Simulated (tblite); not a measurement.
Species: C4H4F3O3 (charge -1).
Z-matrix (Å and degrees, GFN2-xTB geometry), rows numbered from 1:
```
O 
C   1  1.2195
O   2  1.2106  1  134.08
O   2  1.5044  1  114.40  3  -179.36
C   4  1.3804  2  115.45  1    -2.39
C   5  1.5466  4  111.53  2    72.17
C   6  1.4989  5  112.38  4   173.45
F   7  1.3530  6  113.26  5   -63.38
F   7  1.3426  6  114.50  5    57.48
F   7  1.3553  6  112.76  5   177.96
H   5  1.1012  4  110.89  2   -48.10
H   5  1.0985  4  107.24  2  -167.49
H   6  1.0915  5  109.57  4    52.68
H   6  1.0925  5  106.99  4   -66.04
```

Calculated harmonic vibrations of the isolated species, GFN2-xTB (tblite), most abundant isotopes, no scaling. The method is semi-empirical: single wavenumbers can be off by several per cent or more. One conformer, not necessarily the lowest.

Harmonic wavenumbers (cm⁻¹): 42.8, 57.6, 71.1, 114.6, 152.4, 254.4, 315.6, 336.8, 370.1, 478.5, 495.9, 513.1, 586.5, 632.4, 711.9, 736.1, 789.0, 829.6, 944.6, 1003.7, 1032.6, 1087.8, 1127.6, 1168.7, 1200.0, 1256.4, 1276.1, 1305.7, 1353.5, 1432.5, 1448.5, 1934.7, 2859.2, 2892.3, 2985.5, 2996.5.

A = 3270, B = 598.6, C = 570.7 MHz; mass 157.011 u (most abundant isotopes); point group C1, symmetry number 1.

Problem. Zero-point energy?

Solution. Half the sum of the wavenumbers: 18397 cm⁻¹ = 220.08 kJ/mol.

Problem. What is S at 298.15 K and 1 bar for an ideal gas of classical rigid rotors and harmonic oscillators?

Solution. Translation 171.92, rotation 125.70, vibration 123.17: S = 420.8 J/(mol K).

Problem. And Cp and H(298.15 K) − H(0)?

Solution. Cp = 149.89 J/(mol K), of which vibrations give 116.63 (their classical limit is 36 R = 299.3); H(298.15 K) − H(0) = 28.33 kJ/mol without the zero-point energy, 18.41 from vibrations.

Problem. Blend soft modes into free rotors: weight 1/[1 + (100 cm⁻¹/ν̃)⁴] for the oscillator and the rest for a rotor with moment μB/(μ + B), μ = h/(8π²ν), B = 10⁻⁴⁴ kg m². What vibrational entropy results?

Solution. 109.25 J/(mol K) in place of 123.17, which changes −T·S at 298.15 K by +4.15 kJ/mol.

Problem. What must be added to the electronic energy to get the Gibbs energy at 298.15 K and 1 bar?

Solution. ZPE + [H(298.15 K) − H(0)] − T·S = 220.08 + 28.33 − 125.46 = 122.95 kJ/mol.

Hindered rotation and anharmonicity are outside this model. Other conformers, if any are populated, would add a mixing term that is left out. The structure is chiral; the term R ln 2 for an equal mix with its mirror image is left out.
